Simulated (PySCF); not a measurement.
Compound: C₇H₁₄GeO.
Numbering: `[CH2:1]=[CH:2][CH2:3]/[C:4]([CH3:5])=[C:6](/[CH3:7])[O:8][GeH3:9]`

Cartesian coordinates in Å at the PBE0-D3(BJ)/def2-SVP level; atoms count from 1:
```
atom  x, y, z in Å
C1     3.4337   -1.1723    0.3288
C2     2.1252   -1.0606    0.5630
C3     1.0580   -0.9639   -0.4865
C4     0.3368    0.3619   -0.4259
C5     1.0952    1.5241   -0.9892
C6    -0.8767    0.4472    0.1564
C7    -1.7115    1.6806    0.3008
O8    -1.4167   -0.6743    0.7210
Ge9   -3.1242   -1.1975    0.5343
H10    3.8239   -1.2211   -0.6935
H11    4.1612   -1.2266    1.1431
H12    1.7661   -1.0074    1.5985
H13    1.5123   -1.0930   -1.4842
H14    0.3306   -1.7756   -0.3370
H15    2.1073    1.5657   -0.5524
H16    0.6151    2.4947   -0.8128
H17    1.2317    1.4121   -2.0793
H18   -2.6602    1.5843   -0.2579
H19   -1.9752    1.8394    1.3593
H20   -1.2082    2.5806   -0.0684
H21   -4.0413   -0.2951    1.3793
H22   -3.5121   -1.1301   -0.9555
H23   -3.1078   -2.6333    1.0675
```

Computed, not measured: PySCF 2.14.0, delta-SCF UKS SCAN, pcX-2 on the ionised atom, pcseg-1 elsewhere, spin-free X2C. Each binding energy is the total energy of the core-ionised species, with the hole localised on one atom, minus that of the ground state; both are solved self-consistently, so orbital relaxation is included.

Some binding energies are withheld.

| atom(s) | bonded to | level | binding energy (eV) |
| --- | --- | --- | --- |
| C1 | C (double bond) and 2 H | C 1s | 289.61 |
| C2 | C (double bond), C and H | C 1s | ? |
| C3 | 2 C and 2 H | C 1s | 290.17 |
| C4 | C (double bond) and 2 C | C 1s | ? |
| C5 | C and 3 H | C 1s | 290.30 |
| C6 | O, C (double bond) and C | C 1s | 291.13 |
| C7 | C and 3 H | C 1s | 290.68 |
| O8 | C and Ge | O 1s | ? |

What is the C 1s binding energy of C2?

289.99 eV (alkene CH carbon). The nearest listed C 1s value is that of C3; the shift against it is -0.18 eV.

What is the O 1s binding energy of O8?

537.47 eV (oxygen bonded to C and Ge).

What is the C 1s binding energy of C4?

289.41 eV (fully substituted alkene carbon). The nearest listed C 1s value is that of C1; the shift against it is -0.20 eV.

The listed C 1s values span 1.72 eV, from C4 (bonded to C (double bond) and 2 C) to C6 (bonded to O, C (double bond) and C). The widest gap between neighbouring values is 0.45 eV, between 290.68 and 291.13 eV. Summing the Pauling electronegativity differences to the bonded atoms, each weighted by its formal bond order, gives 0.00 for the lowest site and +0.89 for the highest; no listed site has a larger sum than the highest. The smallest sum, -1.05, belongs to C5, 0.89 eV above the lowest.

Which photon wavelength matches the C 1s of C6 threshold?

λ = hc/E = 12398.42 eV Å / 291.13 eV = 42.587 Å.

No level of germanium is listed. One conformer (not necessarily the lowest) at the PBE0-D3(BJ)/def2-SVP geometry, without solvent, vibrations or thermal averaging.

Hardware: one thread, Arm Neoverse V2 (aarch64), no GPU, on a shared host. Cost: 3.5 min, 0.95 GiB resident at most.
